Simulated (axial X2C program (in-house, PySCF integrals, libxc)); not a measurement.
# Outer orbitals of GeCl at 2.184 Å, PBE0

Calculated with an in-house relativistic program for diatomic molecules. Spin-free means the one-electron spin-free X2C Hamiltonian; two-component (2c) means X2C with spin–orbit coupling and atomic mean-field two-electron Coulomb and Gaunt terms, so the difference of the two also holds small scalar two-electron terms. Basis: Ge dyall-cv3z [9s9p7d4f1g], Cl dyall-av3z [9s8p3d2f] (cores contracted in-house); Gaussian nuclei, density fitting, unrestricted open shells. Masses: Ge 73.921 u, Cl 34.969 u.

The distance is close to the 2c PBE0 minimum; the highest filled and lowest empty levels are listed.

Spin-free orbitals, state M_S = 1/2, Λ = 1 (beyond evenly filled blocks: π+α) (Löwdin shares):

```
symmetry  occupied  ε (eV)              atomic character
     δ+α       yes  -33.60                     100% Ge d
      σα       yes  -33.57                     100% Ge d
     δ-α       yes  -33.56                     100% Ge d
     π+α       yes  -33.54                     100% Ge d
      σβ       yes  -33.53                     100% Ge d
     π-α       yes  -33.52                     100% Ge d
     π-β       yes  -33.47                     100% Ge d
     π+β       yes  -33.47                     100% Ge d
     δ+β       yes  -33.46                     100% Ge d
     δ-β       yes  -33.46                     100% Ge d
      σα       yes  -22.93    81% Cl s, 7% Ge p, 5% Ge s
      σβ       yes  -22.84    81% Cl s, 7% Ge p, 5% Ge d
      σα       yes  -14.36   55% Ge s, 33% Cl p, 6% Cl s
      σβ       yes  -13.61   49% Ge s, 40% Cl p, 6% Cl s
     π+α       yes   -9.64    87% Cl p, 9% Ge p, 3% Ge d
     π-α       yes   -9.47    88% Cl p, 8% Ge p, 3% Ge d
      σα       yes   -9.45  49% Cl p, 27% Ge p, 18% Ge s
     π-β       yes   -9.39    90% Cl p, 6% Ge p, 3% Ge d
     π+β       yes   -9.39    90% Cl p, 6% Ge p, 3% Ge d
      σβ       yes   -9.09  43% Cl p, 27% Ge p, 24% Ge s
     π+α       yes   -5.19   80% Ge p, 10% Cl p, 7% Cl d
     π-α        no   -3.31    80% Ge p, 8% Cl p, 8% Cl d
     π+β        no   -2.38    82% Ge p, 8% Cl d, 7% Cl p
     π-β        no   -2.38    82% Ge p, 8% Cl d, 7% Cl p
      σα        no   -0.54  56% Ge p, 14% Cl p, 14% Ge d
```

Spinors with spin–orbit coupling (state Ω = 1/2):

```csv
ω,occupied,ε (eV),atomic character,λ mixture
3/2,yes,-33.88,100% Ge d,"86% δ, 14% π"
1/2,yes,-33.84,100% Ge d,"61% π, 39% σ"
-1/2,yes,-33.82,100% Ge d,"51% π, 49% σ"
-3/2,yes,-33.78,100% Ge d,"76% δ, 24% π"
-5/2,yes,-33.32,100% Ge d,100% δ
1/2,yes,-33.29,100% Ge d,"61% σ, 39% π"
-1/2,yes,-33.29,100% Ge d,"51% σ, 49% π"
-3/2,yes,-33.27,100% Ge d,"76% π, 24% δ"
3/2,yes,-33.25,100% Ge d,"86% π, 14% δ"
5/2,yes,-33.22,100% Ge d,100% δ
-1/2,yes,-22.92,"81% Cl s, 7% Ge p, 5% Ge s",100% σ
1/2,yes,-22.83,"81% Cl s, 7% Ge p, 5% Ge d",100% σ
-1/2,yes,-14.34,"55% Ge s, 33% Cl p, 6% Cl s",100% σ
1/2,yes,-13.59,"49% Ge s, 40% Cl p, 6% Cl s",100% σ
1/2,yes,-9.67,"87% Cl p, 9% Ge p, 3% Ge d",100% π
-1/2,yes,-9.46,"65% Cl p, 18% Ge p, 11% Ge s","60% σ, 40% π"
-3/2,yes,-9.42,"88% Cl p, 8% Ge p, 3% Ge d",100% π
-1/2,yes,-9.39,"73% Cl p, 15% Ge p, 7% Ge s","60% π, 40% σ"
3/2,yes,-9.34,"90% Cl p, 6% Ge p, 3% Ge d",100% π
1/2,yes,-9.07,"43% Cl p, 27% Ge p, 24% Ge s",100% σ
1/2,yes,-5.24,"80% Ge p, 10% Cl p, 7% Cl d",100% π
-3/2,no,-3.24,"80% Ge p, 8% Cl p, 8% Cl d",100% π
-1/2,no,-2.42,"82% Ge p, 8% Cl d, 7% Cl p",100% π
3/2,no,-2.30,"82% Ge p, 8% Cl d, 7% Cl p",100% π
-1/2,no,-0.53,"56% Ge p, 14% Ge d, 14% Cl p",100% σ
```

(1) How does the gap between the highest filled and lowest empty level change from the spin-free to the 2c table?

Mulliken charges and populations of the two-component result (they depend on the basis, above all on diffuse functions):

Ge 0.31 e (s 7.93 p 13.67 d 10.08 f 0.02), Cl -0.31 e (s 5.97 p 11.29 d 0.04). ⟨Lz⟩ = 1.00 ħ and ⟨Sz⟩ = -0.50 ħ (-0.50 and 0.00 on the two atoms), which add up to Ω.

The state is one determinant whose occupation by symmetry is held fixed; it was picked as the lowest of a PBE0 search that is not exhaustive. Density functionals use the spin component along the axis (collinear). Without a current term, density functionals place determinants with orbital angular momentum somewhat too high.

Results:

(1) From 1.88 to 2.00 eV at PBE0, a change of 0.12 eV.
